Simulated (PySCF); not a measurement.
A side-by-side comparison of computed properties.

First species: CH₇AlSi.
Atom-mapped SMILES: `[AlH2:1][CH2:2][SiH3:3]` (hydrogens: H4, H5 on Al1; H6, H7 on C2; H8, H9, H10 on Si3)

Structure used (PBE0-D3(BJ)/def2-SVP), in Å, numbered top down from 1:
```
atom  x, y, z in Å
Al1    1.7326    0.4528   -0.0231
C2     0.1033   -0.6064   -0.2311
Si3   -1.3616    0.0186    0.7635
H4     2.8079    0.0478    1.0772
H5     1.9672    1.7261   -0.9480
H6    -0.2012   -0.6085   -1.2932
H7     0.2917   -1.6511    0.0733
H8    -2.5896   -0.8114    0.5559
H9    -1.6894    1.4295    0.3821
H10   -1.0432    0.0120    2.2272
```

Second species: C2H4BF3S.
SMILES with atom numbers: `[CH3:1][BH:2][S:3][C:4]([F:5])([F:6])[F:7]` (hydrogens: H8, H9, H10 on C1; H11 on B2)

Levels: PBE0/def2-SVPD for dipole moment, HOMO energy, LUMO energy, HOMO–LUMO gap, static isotropic polarisability and electronic spatial extent ⟨r²⟩ about the centre of nuclear charge; TDDFT PBE0/def2-SVPD for lowest singlet excitation; TDA PBE0/def2-SVPD for lowest triplet excitation (Tamm–Dancoff); ΔSCF PBE0/def2-SVPD for vertical ionisation energy; PBE0-D3(BJ)/def2-SVP for rotational constant A and rotational constant C. Geometries: PBE0-D3(BJ)/def2-SVP. Each structure is a single optimised conformer of the isolated species, non-relativistic unless stated. Electronic properties by PySCF.

Dipoles, sizes and rotational constants follow the conformer. The torsions of the flexible species, by atom-mapped SMILES:
- `[CH3:1][BH:2][S:3][C:4]([F:5])([F:6])[F:7]`: C1–B2–S3–C4 180°, B2–S3–C4–F5 180°

(1) Which has the higher ⟨r²⟩?

(2) Which of the two has the higher vertical ionisation energy, and by how much?

(3) Which of the two has the higher HOMO–LUMO gap, and by how much?

(4) Which has the higher T1 energy?

(5) Which has the higher rotational constant A?

(6) Which has the higher LUMO energy?

(7) Which of the two has the higher static isotropic polarisability, and by how much?

(8) Which of the two has the higher dipole moment, and by how much?

Results:

(1) The second: 1000 bohr² against 496 bohr², a difference of 504 bohr².

(2) The second: 10.82 eV against 10.04 eV, a difference of 0.78 eV.

(3) The second: 7.32 eV against 6.59 eV, a difference of 0.73 eV.

(4) The second: 5.02 eV against 4.83 eV, a difference of 0.19 eV.

(5) The first: 18.725 GHz against 4.404 GHz, a difference of 14.321 GHz.

(6) The second: -1.32 eV against -1.50 eV, a difference of 0.18 eV.

(7) The first: 70.8 au against 63.7 au, a difference of 7.1 au.

(8) The second: 1.97 D against 1.01 D, a difference of 0.96 D.

On the first: S1 lies 1.39 eV below the HOMO–LUMO gap; its leading configuration is HOMO→LUMO, weight 0.98. The dipole matches unit charges of opposite sign 0.21 Å apart (1 e·Å = 4.8032 D).

On the second: The ΔSCF ionisation energy exceeds −ε(HOMO) by 2.18 eV with PBE0.
